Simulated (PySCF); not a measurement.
Species: C₄H₆FOS (doublet state).
Structure used (GFN2-xTB), in Å, numbered top down from 1:
```
atom  x, y, z in Å
C1     1.8238    0.1738   -0.2011
C2     0.5218   -0.4497    0.2010
O3     0.3637   -1.1380    1.1735
C4    -0.6418   -0.0845   -0.7254
S5    -1.7539   -1.6062   -0.9302
C6    -1.3807    0.9845   -0.1014
F7    -1.7118    2.0680   -0.8163
H8     2.5536    0.0611    0.5963
H9     1.6865    1.2258   -0.4393
H10    2.1917   -0.3299   -1.0944
H11   -0.3160    0.1815   -1.7298
H12   -1.5195   -2.0300    0.3103
H13   -1.8217    0.9441    0.8778
```

The hyperfine couplings belong to this conformer and change with its torsions.

Identity: `CC(=O)[C@H]([CH]F)S` [radical].

Method used: UKS B3LYP, pcH-1 on C F H O S, non-relativistic, mean-field spin-orbit, GIAO in PySCF 2.14.0. The structure is a single GFN2-xTB conformer in the gas phase; no vibrational or solvent corrections. The geometry wasn't refined by DFT: couplings that depend on bond lengths, twists or pyramidal angles can differ widely from those at the functional's own minimum. The SCF solution wasn't tested for stability.

(1) The isotropic 13C couplings are +91.8, +32.0, -18.5, -2.7 MHz. Assign them to C1; C2; C4; C6.

Answers

(1) 
```
site  a_iso (MHz)  ρ(0) (bohr⁻³)                 position  distance from C6 (Å)  spin population  largest |T| (MHz)
  C1         -2.7        -0.0024          3 bonds from C6                  3.31             0.00                0.9
  C2        +32.0        +0.0285          2 bonds from C6                  2.40            +0.02                6.1
  C4        -18.5        -0.0164           1 bond from C6                  1.44            -0.08                5.6
  C6        +91.8        +0.0816  largest spin population                  0.00            +0.85              156.4
```

ρ(0) is the spin density at the nucleus and T the dipolar tensor; a_iso includes a spin–orbit part; entries for several nuclei are means. The largest Mulliken spin populations are on C6 (+0.85), S5 (+0.16), C4 (-0.08) and F7 (+0.07). The positive populations add up to 1.13 and the negative ones to -0.13, together 2S = 1. The angles at C6 add up to 359.5°, so it is planar; its axial dipolar tensor and the negative coupling of its proton fit spin in a p orbital normal to that plane.

The spin density at the nucleus, in bohr⁻³, is negative for C4 (-0.0164), H13 (-0.0138) and C1 (-0.0024), for instance. A restricted open-shell determinant has no negative spin density anywhere; here it arises because α and β orbitals differ (spin polarisation).

Means are taken over nuclei equivalent by connectivity, which assumes that they swap fast.
